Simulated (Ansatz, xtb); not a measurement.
Isomers of C5H6ClN in order of energy

4 gas-phase structures of C5H6ClN, from a drawn sample of its isomers (lower ones may exist). Each was relaxed with GFN2-xTB:

A. `N#C[C@H]1C[C@@H](Cl)C1`, a singlet
B. `N#C[C@@H]1CC[C@H]1Cl`, a singlet
C. `N#C[C@@H]1CC[C@@H]1Cl`, a singlet
D. `N#C[C@H]1C[C@H](Cl)C1`, a singlet

Task: Which do you expect lowest at r2SCAN-D4/def2-SVP, and how would the others follow?

Result: Calculated order at r2SCAN-D4/def2-SVP: A (0.0), B (0.6), D (0.6), C (7.1) kJ/mol. Less than 1 kcal/mol parts A and B; B and D, so the order within those pairs means little.

Energies above the lowest of each column, in kJ/mol; the last columns are at PBE-D3(BJ)/def2-SVP geometries:

```json
{"structure": "A", "GFN2-xTB": "0.9", "HF/STO-3G": "0.0", "r2SCAN-D4/def2-SVP": "0.0", "PBE-D3(BJ)/def2-SVP": "0.5", "CCSD(T)/def2-SVP + ΔMP2/def2-TZVPP": "0.2"}
{"structure": "B", "GFN2-xTB": "0.4", "HF/STO-3G": "1.4", "r2SCAN-D4/def2-SVP": "0.6", "PBE-D3(BJ)/def2-SVP": "0.0", "CCSD(T)/def2-SVP + ΔMP2/def2-TZVPP": "0.0"}
{"structure": "D", "GFN2-xTB": "0.0", "HF/STO-3G": "1.9", "r2SCAN-D4/def2-SVP": "0.6", "PBE-D3(BJ)/def2-SVP": "2.1", "CCSD(T)/def2-SVP + ΔMP2/def2-TZVPP": "1.5"}
{"structure": "C", "GFN2-xTB": "6.3", "HF/STO-3G": "9.7", "r2SCAN-D4/def2-SVP": "7.1", "PBE-D3(BJ)/def2-SVP": "7.4", "CCSD(T)/def2-SVP + ΔMP2/def2-TZVPP": "7.0"}
```

CCSD(T)/def2-SVP + ΔMP2/def2-TZVPP has A and B and D within 1 kcal/mol of each other at the bottom, and every level picks one of them. CCSD(T)/def2-SVP + ΔMP2/def2-TZVPP orders those it was run on as B (0.0), A (0.2), D (1.5), C (7.0) kJ/mol. Less than 1 kcal/mol parts B and A; A and D, so the order within those pairs means little. ΔMP2 is the change of the MP2 energy from the smaller to the larger basis.

Over these structures GFN2-xTB departs from r2SCAN-D4/def2-SVP by 0.5 kJ/mol on average once a common shift is removed. A GFN2-xTB relaxation took about 0.1 s and the r2SCAN-D4/def2-SVP energy about 3.3 s on a shared host (Ansatz 0.2.0, xtb 6.7.1).
